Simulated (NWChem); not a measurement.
All runs are NWChem calculations. System: trimethylarsine (C3H9As), charge 0, spin multiplicity 1, optimised in this run. Level: PBE/def2-SVP.

The NWChem input:

```
start mol
memory heap 200 mb stack 900 mb global 1100 mb
geometry units angstroms
  C      0.947014     0.316699     1.472629
  As    -0.109182    -0.467493     0.000000
  C      0.947014     0.316699    -1.472629
  C     -1.536609     0.896900     0.000000
  H      1.102201     1.382513     1.312042
  H      1.918219    -0.171299     1.542185
  H      0.431926     0.177695     2.422146
  H      1.102201     1.382513    -1.312042
  H      0.431926     0.177695    -2.422146
  H      1.918219    -0.171299    -1.542185
  H     -1.112592     1.899916     0.000000
  H     -2.166808     0.783874    -0.881083
  H     -2.166808     0.783874     0.881083
  symmetry group Cs
end
basis spherical
  * library def2-svp
end
dft
  xc xpbe96 cpbe96
  semidirect memsize 60000000 filesize 0
  iterations 100
end
driver
  maxiter 80
end
task dft optimize
```

Part of the output:

```
             Northwest Computational Chemistry Package (NWChem) 7.3.0
             --------------------------------------------------------

                                NWChem Input Module
                                -------------------

 Scaling coordinates for geometry "geometry" by  1.889725989
 (inverse scale =  0.529177249)

 Turning off AUTOSYM since
 SYMMETRY directive was detected!

          ------
          auto-z
          ------

                             Geometry "geometry" -> ""
                             -------------------------

 Output coordinates in angstroms (scale by  1.889725989 to convert to a.u.)

  No.       Tag          Charge          X              Y              Z
 ---- ---------------- ---------- -------------- -------------- --------------
    1 C                    6.0000     0.94701413     0.31669898     1.47262900
    2 As                  33.0000    -0.10918187    -0.46749302     0.00000000
    3 C                    6.0000     0.94701413     0.31669898    -1.47262900
    4 C                    6.0000    -1.53660887     0.89689998     0.00000000
    5 H                    1.0000     1.10220113     1.38251298     1.31204200
    6 H                    1.0000     1.91821913    -0.17129902     1.54218500
    7 H                    1.0000     0.43192613     0.17769498     2.42214600
    8 H                    1.0000     1.10220113     1.38251298    -1.31204200
    9 H                    1.0000     0.43192613     0.17769498    -2.42214600
   10 H                    1.0000     1.91821913    -0.17129902    -1.54218500
   11 H                    1.0000    -1.11259187     1.89991598     0.00000000
   12 H                    1.0000    -2.16680787     0.78387398    -0.88108300
   13 H                    1.0000    -2.16680787     0.78387398     0.88108300

 Effective nuclear repulsion energy (a.u.)     289.8682442255

            Nuclear Dipole moment (a.u.)
            ----------------------------
        X                 Y               Z
 ---------------- ---------------- ----------------
     0.0000000000    -0.0000000000    -0.0000000000

      Symmetry information
      --------------------

 Group name             Cs
 Group number              2
 Group order               2
 No. of unique centers     8

      Symmetry unique atoms

     1    2    4    5    6    7   11   12


 Summary of "ao basis" -> "" (spherical)
 ------------------------------------------------------------------------------
       Tag                 Description            Shells   Functions and Types
 ---------------- ------------------------------  ------  ---------------------
 *                          def2-svp                  on all atoms

  pbe96 is a nonlocal functional; adding pw91lda local functional.

                           NWChem Geometry Optimization
                           ----------------------------

 maximum gradient threshold         (gmax) =   0.000450
 rms gradient threshold             (grms) =   0.000300
 maximum cartesian step threshold   (xmax) =   0.001800
 rms cartesian step threshold       (xrms) =   0.001200
 fixed trust radius                (trust) =   0.300000
 maximum step size to saddle      (sadstp) =   0.100000
 energy precision                  (eprec) =   5.0D-06
 maximum number of steps          (nptopt) =   80
 initial hessian option           (inhess) =    0
 line search option               (linopt) =    1
 hessian update option            (modupd) =    1
 saddle point option              (modsad) =    0
 initial eigen-mode to follow     (moddir) =    0
 initial variable to follow       (vardir) =    0
 follow first negative mode     (firstneg) =    T
 apply conjugacy                    (opcg) =    F
 source of zmatrix                         =   autoz

          -------------------
          Energy Minimization
          -------------------

 Names of Z-matrix variables
    1              2              3              4              5
    6              7              8              9             10
   11             12             13             14             15
   16             17             18             19             20
   21             22             23             24             25
   26             27             28             29             30
   31             32             33             34             35
   36             37             38             39             40
   41             42             43             44             45
   46             47             48             49             50
   51

 Variables with the same non-blank name are constrained to be equal

 Using diagonal initial Hessian
 Scaling for Hessian diagonals: bonds = 1.00  angles = 0.25  torsions = 0.10

          --------
          Step   0
          --------

                         Geometry "geometry" -> "geometry"
                         ---------------------------------

 Output coordinates in angstroms (scale by  1.889725989 to convert to a.u.)

  No.       Tag          Charge          X              Y              Z
 ---- ---------------- ---------- -------------- -------------- --------------
    1 C                    6.0000     0.94701413     0.31669898     1.47262900
    2 As                  33.0000    -0.10918187    -0.46749302     0.00000000
    3 C                    6.0000     0.94701413     0.31669898    -1.47262900
    4 C                    6.0000    -1.53660887     0.89689998     0.00000000
    5 H                    1.0000     1.10220113     1.38251298     1.31204200
    6 H                    1.0000     1.91821913    -0.17129902     1.54218500
[...]
   51 Torsion                  4     2     3    10         169.87517   -0.00001

                         Geometry "geometry" -> "geometry"
                         ---------------------------------

 Output coordinates in angstroms (scale by  1.889725989 to convert to a.u.)

  No.       Tag          Charge          X              Y              Z
 ---- ---------------- ---------- -------------- -------------- --------------
    1 C                    6.0000     0.95702358     0.32082809     1.48709423
    2 As                  33.0000    -0.10777312    -0.45972928     0.00000000
    3 C                    6.0000     0.95702358     0.32082809    -1.48709423
    4 C                    6.0000    -1.55246309     0.90694479     0.00000000
    5 H                    1.0000     1.12846845     1.40712813     1.34406773
    6 H                    1.0000     1.93554425    -0.19572505     1.54793158
    7 H                    1.0000     0.42258521     0.16070033     2.44456406
    8 H                    1.0000     1.12846845     1.40712813    -1.34406773
    9 H                    1.0000     0.42258521     0.16070033    -2.44456406
   10 H                    1.0000     1.93554425    -0.19572505    -1.54793158
   11 H                    1.0000    -1.14428001     1.93819933     0.00000000
   12 H                    1.0000    -2.18800202     0.76850447    -0.89722250
   13 H                    1.0000    -2.18800202     0.76850447     0.89722250

 Effective nuclear repulsion energy (a.u.)     287.2589142622

            Nuclear Dipole moment (a.u.)
            ----------------------------
        X                 Y               Z
 ---------------- ---------------- ----------------
     0.1245390228     0.6424212520    -0.0000000000

      Symmetry information
      --------------------

 Group name             Cs
 Group number              2
 Group order               2
 No. of unique centers     8

      Symmetry unique atoms

     1    2    4    5    6    7   11   12

                Final and change from initial internal coordinates
                --------------------------------------------------

                                Z-matrix (autoz)
                                --------

 Units are Angstrom for bonds and degrees for angles

      Type          Name      I     J     K     L     M      Value       Change
      ----------- --------  ----- ----- ----- ----- ----- ---------- ----------
    1 Stretch                  1     2                       1.98860    0.01397
    2 Stretch                  1     5                       1.10901    0.02005
    3 Stretch                  1     6                       1.10817    0.01903
    4 Stretch                  1     7                       1.10816    0.01902
    5 Stretch                  2     3                       1.98860    0.01397
    6 Stretch                  2     4                       1.98870    0.01408
    7 Stretch                  3     8                       1.10901    0.02005
    8 Stretch                  3     9                       1.10816    0.01902
    9 Stretch                  3    10                       1.10817    0.01903
   10 Stretch                  4    11                       1.10910    0.02014
   11 Stretch                  4    12                       1.10819    0.01905
   12 Stretch                  4    13                       1.10819    0.01905
   13 Bend                     1     2     3                96.80230    0.35061
   14 Bend                     1     2     4                96.84785    0.40253
   15 Bend                     2     1     5               111.76579    0.97592
   16 Bend                     2     1     6               109.32328   -0.95958
   17 Bend                     2     1     7               109.33978   -0.93505
   18 Bend                     2     3     8               111.76579    0.97592
   19 Bend                     2     3     9               109.33978   -0.93505
   20 Bend                     2     3    10               109.32328   -0.95958
   21 Bend                     2     4    11               111.81618    1.02541
   22 Bend                     2     4    12               109.31509   -0.96267
   23 Bend                     2     4    13               109.31509   -0.96267
   24 Bend                     3     2     4                96.84785    0.40253
   25 Bend                     5     1     6               109.09663    0.38074
   26 Bend                     5     1     7               109.11879    0.40286
   27 Bend                     6     1     7               108.12341    0.13277
   28 Bend                     8     3     9               109.11879    0.40286
   29 Bend                     8     3    10               109.09663    0.38074
   30 Bend                     9     3    10               108.12341    0.13277
   31 Bend                    11     4    12               109.10014    0.38358
   32 Bend                    11     4    13               109.10014    0.38358
   33 Bend                    12     4    13               108.11944    0.12882
   34 Torsion                  1     2     3     8         -48.78367   -0.22023
   35 Torsion                  1     2     3     9        -169.70751   -0.73660
   36 Torsion                  1     2     3    10          72.10118    0.25193
   37 Torsion                  1     2     4    11          48.86698    0.23151
   38 Torsion                  1     2     4    12         169.78335    0.73712
   39 Torsion                  1     2     4    13         -72.04939   -0.27409
   40 Torsion                  3     2     1     5          48.78367    0.22023
   41 Torsion                  3     2     1     6         -72.10118   -0.25193
   42 Torsion                  3     2     1     7         169.70751    0.73660
   43 Torsion                  3     2     4    11         -48.86698   -0.23151
   44 Torsion                  3     2     4    12          72.04939    0.27409
   45 Torsion                  3     2     4    13        -169.78335   -0.73712
   46 Torsion                  4     2     1     5         -48.99033   -0.28848
   47 Torsion                  4     2     1     6        -169.87517   -0.76063
   48 Torsion                  4     2     1     7          71.93352    0.22790
   49 Torsion                  4     2     3     8          48.99033    0.28848
   50 Torsion                  4     2     3     9         -71.93352   -0.22790
   51 Torsion                  4     2     3    10         169.87517    0.76063

 ==============================================================================
                                internuclear distances
 ------------------------------------------------------------------------------
       center one      |      center two      | atomic units |  angstroms
 ------------------------------------------------------------------------------
    2 As               |   1 C                |     3.75790  |     1.98860
    3 C                |   2 As               |     3.75790  |     1.98860
    4 C                |   2 As               |     3.75810  |     1.98870
    5 H                |   1 C                |     2.09572  |     1.10901
    6 H                |   1 C                |     2.09413  |     1.10817
    7 H                |   1 C                |     2.09411  |     1.10816
    8 H                |   3 C                |     2.09572  |     1.10901
    9 H                |   3 C                |     2.09411  |     1.10816
   10 H                |   3 C                |     2.09413  |     1.10817
   11 H                |   4 C                |     2.09589  |     1.10910
   12 H                |   4 C                |     2.09417  |     1.10819
   13 H                |   4 C                |     2.09417  |     1.10819
 ------------------------------------------------------------------------------
                         number of included internuclear distances:         12
 ==============================================================================

 ==============================================================================
                                 internuclear angles
 ------------------------------------------------------------------------------
        center 1       |       center 2       |       center 3       |  degrees
 ------------------------------------------------------------------------------
    2 As               |   1 C                |   5 H                |   111.77
    2 As               |   1 C                |   6 H                |   109.32
    2 As               |   1 C                |   7 H                |   109.34
    5 H                |   1 C                |   6 H                |   109.10
    5 H                |   1 C                |   7 H                |   109.12
    6 H                |   1 C                |   7 H                |   108.12
    1 C                |   2 As               |   3 C                |    96.80
    1 C                |   2 As               |   4 C                |    96.85
    3 C                |   2 As               |   4 C                |    96.85
    2 As               |   3 C                |   8 H                |   111.77
    2 As               |   3 C                |   9 H                |   109.34
    2 As               |   3 C                |  10 H                |   109.32
    8 H                |   3 C                |   9 H                |   109.12
    8 H                |   3 C                |  10 H                |   109.10
    9 H                |   3 C                |  10 H                |   108.12
    2 As               |   4 C                |  11 H                |   111.82
    2 As               |   4 C                |  12 H                |   109.32
    2 As               |   4 C                |  13 H                |   109.32
   11 H                |   4 C                |  12 H                |   109.10
   11 H                |   4 C                |  13 H                |   109.10
   12 H                |   4 C                |  13 H                |   108.12
 ------------------------------------------------------------------------------
                            number of included internuclear angles:         21
 ==============================================================================

 Task  times  cpu:       73.9s     wall:       73.9s

 Total times  cpu:       73.9s     wall:       73.9s
```
